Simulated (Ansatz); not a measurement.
`[SiH3]B1CO1` + `BO` → `BOB1CO1` + SiH₄ at 400 K and 1 bar (cleavage of the B–Si bond).

Calculated with Ansatz (gas phase, PBE0-D4/def2-TZVP geometries, no zero-point term in ΔE). CCSD(T)/CBS is the MP2 limit (def2-TZVPP, def2-QZVPP) plus CCSD(T) − MP2 in def2-TZVPP, frozen cores. This one scheme is used for every species. One conformer a species, not always the lowest.

```json
{"species": "`[SiH3]B1CO1`", "CCSD(T)/CBS energy (Eh)": "-430.07962", "H − E (kJ/mol)": "181.7", "S (J/(mol·K))": "342.5"}
{"species": "`BO`", "CCSD(T)/CBS energy (Eh)": "-101.80414", "H − E (kJ/mol)": "108.2", "S (J/(mol·K))": "244.0"}
{"species": "`BOB1CO1`", "CCSD(T)/CBS energy (Eh)": "-240.45540", "H − E (kJ/mol)": "185.8", "S (J/(mol·K))": "349.6"}
{"species": "SiH₄", "CCSD(T)/CBS energy (Eh)": "-291.46306", "H − E (kJ/mol)": "96.9", "S (J/(mol·K))": "218.6"}
```

H − E and S are ideal-gas, rigid-rotor, harmonic terms from PBE0-D4/def2-TZVP, for one conformer and one mirror image of each species. 1 Eh = 2625.50 kJ/mol, R = 8.31446 J/(mol·K).

Q: By hand: ΔE, ΔH, ΔS and ΔG.

A: ΔE = (-240.45540) + (-291.46306) − (-430.07962) − (-101.80414) = -0.03470 Eh = -91.1 kJ/mol. Δ(H − E) = 185.8 + 96.9 − 181.7 − 108.2 = -7.2, so ΔH = -98.3 kJ/mol. ΔS = 349.6 + 218.6 − 342.5 − 244.0 = -18.3 J/(mol·K). ΔG = -98.3 − 400 × (-18.3)/1000 = -91.0 kJ/mol.

Q: By hand: the equilibrium constant, and the temperature at which ΔG would vanish if ΔH and ΔS stayed fixed.

A: log₁₀ K = −ΔG/(RT ln 10) = 11.9. ΔG = 0 at ΔH/ΔS = 5372 K, far beyond where these terms or the molecules hold.

ΔH outweighs TΔS. A doubt of 5 kJ/mol in ΔE shifts log₁₀ K by 0.7 here. Other conformers and mirror images would add mixing entropy, several J/(mol·K) or more a flexible species. Modes under 60 cm⁻¹, often nearly free rotors, make the harmonic entropy too high. These are equilibria of isolated gas molecules and say nothing of rates. Largest T1 diagnostic: 0.016 (customary marks: 0.02 for closed shells, 0.045 for open ones).
